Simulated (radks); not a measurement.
Polarisability of the selenium ion Se+, [Ar] 3d10 4s2 4p3, at imaginary frequency. All-electron calculation, non-relativistic Kohn-Sham, LDA (Slater exchange, Perdew-Wang correlation), spin-polarised, spherical densities, point nucleus; open shells are filled with parallel spins first. Program: a radial shooting solver on a logarithmic mesh with Libxc functionals. Response by self-consistent Sternheimer equations with the Hartree and adiabatic LDA kernel.

w (hartree),alpha1(iw) (bohr^3)
0.00266,14.40
0.0143,14.39
0.0360,14.33
0.0697,14.16
0.118,13.73
0.186,12.86
0.280,11.36
0.413,9.203
0.605,6.677
0.892,4.294
1.35,2.464
2.12,1.283
3.59,0.6085
6.94,0.2435
17.5,0.05963

Static values: alpha1 = 14.40 bohr^3 (2.133 angstrom^3; uncoupled 22.39). C6 = 89.16, triple-dipole C9 = 931.8 atomic units. One-pole (London) frequency 4 C6 / (3 alpha1^2) = 0.573 hartree, against 0.604 for minus the highest occupied eigenvalue. The dipole shielding factor is 0.971, as the force sum rule N/Z = 0.971 demands.
